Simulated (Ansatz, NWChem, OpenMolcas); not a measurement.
**CH3Cl3Si (methyltrichlorosilane): the vertical ionisation energy, rung by rung**

CH3Cl3Si has 8 atoms, charge 0, and is taken as a singlet. SMILES: `C[Si](Cl)(Cl)Cl`. Geometry: relaxed at PBE0-D4/def2-TZVP.

Quantity: the vertical ionisation energy (to the doublet cation), in eV. The values are calculated.

| level | kind | program | value (eV) | CPU time (all runs) |
| --- | --- | --- | --- | --- |
| HF/cc-pVDZ | Hartree–Fock | Ansatz | 11.26 | 1.8 min |
| SVWN5/cc-pVDZ | LDA | Ansatz | 10.67 | 36 s |
| revPBE/cc-pVDZ | GGA | Ansatz | 10.51 | 61 s |
| M06-L/cc-pVDZ | meta-GGA | OpenMolcas | 11.09 | 4.8 min |
| PBE0/cc-pVDZ | global hybrid | Ansatz | 11.17 | 1.8 min |
| CAM-B3LYP/cc-pVDZ | range-separated hybrid | Ansatz | 11.44 | 1.8 min |
| B2PLYP/cc-pVDZ | double hybrid | Ansatz | 11.20 | 1.9 min |
| RPA@PBE0/cc-pVDZ | RPA | Ansatz | 11.05 | 2.7 min |
| MP2/cc-pVDZ | perturbation theory | NWChem | 11.71 | 12 min |

The values span 10.51 to 11.71 eV. Times are those of the runs behind each value, whatever else they computed, on shared processors of several kinds: orders of magnitude only.
